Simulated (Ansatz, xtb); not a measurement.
# Two isomers of ClF3H2Si2

We compare a, `F[SiH2][Si](F)(F)Cl`, a singlet, with b, `F[SiH](F)[Si@H](F)Cl`, a singlet. Both are isolated molecules in the gas phase, relaxed with PBE0-D3(BJ)/def2-SVP; the shapes shown needn't be the lowest conformers.

a (Å):

```xyz
8

Cl    2.2060   -1.0485    2.5428
F     1.5351   -0.0208   -1.2168
F    -0.4388    0.1934    2.0165
F    -0.4163   -2.3879    2.1344
Si    0.6364   -1.2836   -0.7253
Si    0.4032   -1.1108    1.5891
H    -0.6910   -1.2296   -1.3961
H     1.3490   -2.5473   -1.0570
```

b (Å):

```csv
atom,x (Å),y (Å),z (Å)
Cl,-0.5022,-2.4781,2.2179
F,-0.6396,1.1570,-1.0894
F,-0.6923,1.3584,1.5066
F,-0.1729,-2.5334,-0.7585
Si,-1.0837,0.3970,0.2667
Si,0.1642,-1.5659,0.4986
H,-2.5550,0.2118,0.2515
H,1.6366,-1.3966,0.5750
```

Quicker runs give these differences E(b) − E(a): GFN2-xTB −5.68 kcal/mol; HF/STO-3G +2.65 kcal/mol (at GFN2-xTB geometries); r2SCAN-D4/def2-SVP +1.88 kcal/mol (at GFN2-xTB geometries).

Problem. Which of the two would you expect CCSD(T)/def2-SVP + ΔMP2/def2-TZVPP electronic energies to favour?

Solution. Too close to call at this level: CCSD(T)/def2-SVP + ΔMP2/def2-TZVPP gives E(b) − E(a) = +1.38 kcal/mol.

Level by level:

```csv
level,geometry,E(b) − E(a) (kcal/mol),departure from the last row (kcal/mol),"job, with rough time for the two"
GFN2-xTB,GFN2-xTB,−5.68,−7.06,"optimisation, 0.31 s"
HF/STO-3G,GFN2-xTB,+2.65,+1.27,"single point, 0.36 s"
r2SCAN-D4/def2-SVP,GFN2-xTB,+1.88,+0.50,"single point, 2.2 s"
PBE0-D3(BJ)/def2-SVP,PBE0-D3(BJ)/def2-SVP,+1.57,+0.19,"optimisation, 26 s"
HF/def2-SVP,PBE0-D3(BJ)/def2-SVP,+0.91,−0.47,part of the CCSD(T) run
MP2/def2-SVP,PBE0-D3(BJ)/def2-SVP,+1.64,+0.26,part of the CCSD(T) run
CCSD(T)/def2-SVP,PBE0-D3(BJ)/def2-SVP,+1.63,+0.25,single point
CCSD(T)/def2-SVP + ΔMP2/def2-TZVPP,PBE0-D3(BJ)/def2-SVP,+1.38,,"single point, 24 s"
```

As drawn, both hold the same kinds of bond in the same numbers.

GFN2-xTB puts the two in the other order. The largest departure from CCSD(T)/def2-SVP + ΔMP2/def2-TZVPP is that of GFN2-xTB, 7.06 kcal/mol. The last row adds to CCSD(T) the change of the MP2 difference between the two basis sets, here −0.25 kcal/mol.

With harmonic frequencies from PBE0-D3(BJ)/def2-SVP (ideal gas, rigid rotor, one conformer each, 298.15 K, 1 atm): on the last row, ΔE + ΔZPE = +1.62 kcal/mol. A mode under 50 cm⁻¹ makes harmonic enthalpies and free energies unreliable, so none is given.

The correlated steps freeze 18 core orbitals. Programs: Ansatz 0.2.0, xtb 6.7.1; the last row on 2 threads of INTEL(R) XEON(R) PLATINUM 8581C CPU @ 2.10GHz (Emerald Rapids) on a shared host.
